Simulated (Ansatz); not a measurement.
A run for Ansatz (a first-principles code): R-CCSD(T)/cc-pVDZ on BGe2H7 (SMILES [GeH3][BH][GeH3]), a point of a torsion scan. The run froze 29 orbitals, filled d shells among them.

Ansatz 0.2 input:
```yaml
crystal:
  periodic: [false, false, false]
  atoms:
    - {symbol: Ge, position_ang: [1.71577101, 0.20219589, 0.24908940]}
    - {symbol: B, position_ang: [0.12552885, -0.29701678, -0.84461667]}
    - {symbol: Ge, position_ang: [-1.34237608, -1.45066049, -0.14465871]}
    - {symbol: H, position_ang: [2.91692964, -0.63555103, -0.07136348]}
    - {symbol: H, position_ang: [2.22677562, 1.59896074, 0.06959929]}
    - {symbol: H, position_ang: [1.58497332, 0.05101630, 1.73239155]}
    - {symbol: H, position_ang: [0.06547312, 0.06813971, -1.95461844]}
    - {symbol: H, position_ang: [-1.53097934, -2.72658698, -0.90799985]}
    - {symbol: H, position_ang: [-2.70323289, -0.82632743, -0.21959869]}
    - {symbol: H, position_ang: [-1.23747527, -1.90110734, 1.27845328]}
basis:
  gaussian:
    orbitals: cc-pVDZ
magnetization: {spin_polarized: false}
correlation: {method: ccsd_t, electrons: outside_noble_gas}
scf: {lower_state_search: off}
```

Problem. Predict the final total energy.

Solution. -4179.7165 hartree (reference determinant -4179.3634, T1 diagnostic 0.013).
